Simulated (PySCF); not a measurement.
Job file and geometry (Å, from GFN2-xTB) of an NMR shielding run on SMILES C/C=C\[Si@H](S)NC, C₄H₁₁NSSi, PySCF, GIAO PBE0/pcSseg-1 NMR shielding, non-relativistic, gas phase; density fitting, a coarse starting grid and PySCF grid level 2 are the driver's defaults:

```
$ OMP_NUM_THREADS=1 python probes_run.py task.json out

{"job": {"kind": "nmr", "xc": "PBE0", "basis": "pcSseg-1"}, "charge": 0, "multiplicity": 1}
C      2.050215    -0.444906    -1.030951
C      1.854012    -0.978231     0.345613
C      0.937550    -0.575007     1.217696
Si    -0.385462     0.735748     0.947872
S     -1.127453     1.114928     2.940514
N     -1.782700     0.318165     0.033476
C     -1.742359    -0.003119    -1.373840
H      1.937342    -1.246883    -1.760767
H      3.061367    -0.051197    -1.134541
H      1.339044     0.342846    -1.258304
H      2.549173    -1.765109     0.619939
H      0.927686    -1.055973     2.189726
H      0.102094     2.001221     0.397984
H     -2.019205     2.024482     2.589160
H     -2.518687    -0.184668     0.509025
H     -1.050595     0.674672    -1.868867
H     -2.731600     0.128699    -1.813560
H     -1.409182    -1.029350    -1.561833
```

Task: What does the program print?

Result: 
```
coarse grid: 15480 points
cycle   1  E = -900.8325137633  dE =  6.105e-01  |g| = 5.003e-01  |ddm| = 3.771e+00
cycle   2  E = -900.8187097149  dE =  1.380e-02  |g| = 5.756e-01  |ddm| = 1.043e+00
cycle   3  E = -900.8956299503  dE = -7.692e-02  |g| = 7.489e-02  |ddm| = 5.914e-01
cycle   4  E = -900.8966957584  dE = -1.066e-03  |g| = 3.283e-02  |ddm| = 1.002e-01
cycle   5  E = -900.8969416015  dE = -2.458e-04  |g| = 6.412e-03  |ddm| = 3.370e-02
cycle   6  E = -900.8969490807  dE = -7.479e-06  |g| = 3.861e-03  |ddm| = 9.119e-03
cycle   7  E = -900.8969526162  dE = -3.535e-06  |g| = 7.539e-04  |ddm| = 3.748e-03
final grid: 138592 points
cycle   8  E = -900.9373874914  dE = -3.192e-05  |g| = 8.959e-03  |ddm| = 2.823e-02
cycle   9  E = -900.9373794969  dE =  7.995e-06  |g| = 1.060e-02  |ddm| = 1.867e-02
cycle  10  E = -900.9374075675  dE = -2.807e-05  |g| = 8.887e-04  |ddm| = 1.077e-02
cycle  11  E = -900.9374077231  dE = -1.556e-07  |g| = 2.553e-04  |ddm| = 1.004e-03
cycle  12  E = -900.9374077368  dE = -1.365e-08  |g| = 4.080e-05  |ddm| = 2.534e-04
cycle  13  E = -900.9374077371  dE = -3.561e-10  |g| = 1.715e-05  |ddm| = 6.466e-05
converged SCF energy = -900.9374077371

GIAO shielding tensors (ppm)
atom      isotropic    diamagn.    paramagn.     s11        s22        s33       span
  0 C      162.193     251.406     -89.213    148.328    156.188    182.064     33.736
  1 C       32.005     254.677    -222.671    -92.371     28.809    159.578    251.950
  2 C       54.524     264.729    -210.204    -53.061     63.267    153.367    206.428
  3 Si     370.190     880.507    -510.317    334.778    365.897    409.896     75.118
  4 S      733.168    1057.786    -324.617    629.733    688.887    880.885    251.152
  5 N      229.219     324.095     -94.876    192.433    243.498    251.725     59.292
  6 C      155.202     245.448     -90.246    132.518    148.267    184.821     52.303
  7 H       29.693      30.376      -0.683     26.914     27.170     34.994      8.080
  8 H       29.670      28.738       0.932     26.219     27.006     35.785      9.566
  9 H       29.645      33.942      -4.297     25.666     29.845     33.425      7.759
 10 H       24.912      30.166      -5.255     22.787     24.138     27.810      5.023
 11 H       25.996      31.868      -5.872     23.455     24.508     30.024      6.568
 12 H       26.016      30.521      -4.505     22.844     24.694     30.511      7.667
 13 H       31.426      30.233       1.192     23.416     27.872     42.989     19.573
 14 H       31.399      33.251      -1.852     22.070     31.847     40.281     18.211
 15 H       29.073      30.835      -1.762     25.669     27.243     34.308      8.639
 16 H       28.816      28.108       0.708     23.370     26.785     36.294     12.924
 17 H       28.809      31.185      -2.376     23.938     26.986     35.501     11.563
```

Task: Turn these shieldings into chemical shifts. Scale: 13C (186.93 ppm) and 29Si (349.16 ppm) and 1H (31.72 ppm) vs TMS; 33S (503.73 ppm) against CS2; 15N (267.73 ppm) against NH3 (reference shieldings calculated alike).

Result: Averaging equivalent atoms: C 1: 154.9; C 2: 132.4; C 6: 31.7; C 0: 24.7; Si 3: -21.0; S 4: -229; N 5: 38.5; H 10: 6.81; H 11: 5.72; H 12: 5.70; H 15/16/17: 2.82; H 7/8/9: 2.05; H 14: 0.32; H 13: 0.29 ppm. Experimental scales use liquid or dissolved standards, which lie at an offset from isolated NH3 (liquid NH3: subtract about 20 ppm).

Size and cost of the density-fitted run: 188 basis functions, 23 s wall time on 1 thread of an Arm Neoverse V2, shared host; peak memory 0.85 GiB.
